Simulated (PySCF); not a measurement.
Bonds (- single, = double, # triple, : aromatic): C1=C2, C2-C3, C3-C4, C4-C5, C5-C6, C6-C7, C7-C8, C8-F9, C8-F10, C7-C2. C1 carries H11, H12; C3 carries H13, H14; C4 carries H15, H16; C5 carries H17, H18; C6 carries H19, H20; C7 carries H21; C8 carries H22. Stereochemistry as in C=C1CCCC[C@@H]1C(F)F. H11 is cis to C3; H13, H16, H18, H19 are cis to C8 on the ring; H12 is trans to C3; H14, H15, H17, H20 are trans to C8 on the ring.

Gas phase, single conformer, no relativistic terms. Shieldings: GIAO PBE0/pcSseg-1; geometry from GFN2-xTB; PySCF 2.14.

Chemical shifts δ = σref − σ; 13C, 1H against TMS; CFCl3 for 19F, all at this level.

```json
{"atoms": "C3", "nucleus": "13C", "count": "1", "Hirshfeld charge": "-0.07", "δ (ppm)": "?"}
{"atoms": "H14", "nucleus": "1H", "count": "1", "Hirshfeld charge": "0.04", "δ (ppm)": "?"}
{"atoms": "H12", "nucleus": "1H", "count": "1", "Hirshfeld charge": "0.04", "δ (ppm)": "5.07"}
{"atoms": "F9", "nucleus": "19F", "count": "1", "Hirshfeld charge": "-0.10", "δ (ppm)": "-149.6"}
{"atoms": "H22", "nucleus": "1H", "count": "1", "Hirshfeld charge": "0.04", "δ (ppm)": "6.09"}
{"atoms": "H18", "nucleus": "1H", "count": "1", "Hirshfeld charge": "0.04", "δ (ppm)": "1.89"}
{"atoms": "H21", "nucleus": "1H", "count": "1", "Hirshfeld charge": "0.04", "δ (ppm)": "?"}
{"atoms": "H11", "nucleus": "1H", "count": "1", "Hirshfeld charge": "0.04", "δ (ppm)": "5.24"}
{"atoms": "C6", "nucleus": "13C", "count": "1", "Hirshfeld charge": "-0.07", "δ (ppm)": "33.6"}
{"atoms": "C2", "nucleus": "13C", "count": "1", "Hirshfeld charge": "0.01", "δ (ppm)": "155.0"}
{"atoms": "C7", "nucleus": "13C", "count": "1", "Hirshfeld charge": "-0.04", "δ (ppm)": "?"}
{"atoms": "C1", "nucleus": "13C", "count": "1", "Hirshfeld charge": "-0.12", "δ (ppm)": "113.1"}
{"atoms": "C4", "nucleus": "13C", "count": "1", "Hirshfeld charge": "-0.07", "δ (ppm)": "33.3"}
{"atoms": "C5", "nucleus": "13C", "count": "1", "Hirshfeld charge": "-0.07", "δ (ppm)": "29.7"}
{"atoms": "H17", "nucleus": "1H", "count": "1", "Hirshfeld charge": "0.04", "δ (ppm)": "?"}
{"atoms": "H19", "nucleus": "1H", "count": "1", "Hirshfeld charge": "0.04", "δ (ppm)": "0.96"}
{"atoms": "H13", "nucleus": "1H", "count": "1", "Hirshfeld charge": "0.04", "δ (ppm)": "2.34"}
{"atoms": "H20", "nucleus": "1H", "count": "1", "Hirshfeld charge": "0.04", "δ (ppm)": "2.12"}
{"atoms": "H15", "nucleus": "1H", "count": "1", "Hirshfeld charge": "0.04", "δ (ppm)": "?"}
{"atoms": "C8", "nucleus": "13C", "count": "1", "Hirshfeld charge": "0.15", "δ (ppm)": "?"}
{"atoms": "F10", "nucleus": "19F", "count": "1", "Hirshfeld charge": "-0.10", "δ (ppm)": "-139.6"}
{"atoms": "H16", "nucleus": "1H", "count": "1", "Hirshfeld charge": "0.04", "δ (ppm)": "1.28"}
```

Task: Fill in the missing shifts.

Result: 
- C8: 125.0 ppm, sp3 CH bonded to 2 F; 2 electronegative neighbours deshield it
- C7: 51.8 ppm, allylic sp3 CH; aliphatic region, no heteroatom directly attached
- C3: 41.7 ppm, allylic sp3 CH2; aliphatic region, no heteroatom directly attached
- H21: 2.24 ppm, hydrogen on an allylic sp3 CH; allylic position
- H14: 2.05 ppm, hydrogen on an allylic sp3 CH2; allylic position
- H15: 1.87 ppm, hydrogen on an sp3 CH2 in a ring
- H17: 1.41 ppm, hydrogen on an sp3 CH2 in a ring; far from electronegative atoms and π systems

Shifts are as computed. Against solution values, carbons near 30 ppm lie about +3 ppm off and those near 130 ppm about +5 ppm. Of 1211 compounds with measured shifts, 218 miss one by over three times the rms of a fit or turn the order of signals round; such compounds aren't used in these exercises. Unscaled 19F shifts against computed CFCl3 carry errors that often reach 10 to 50 ppm.
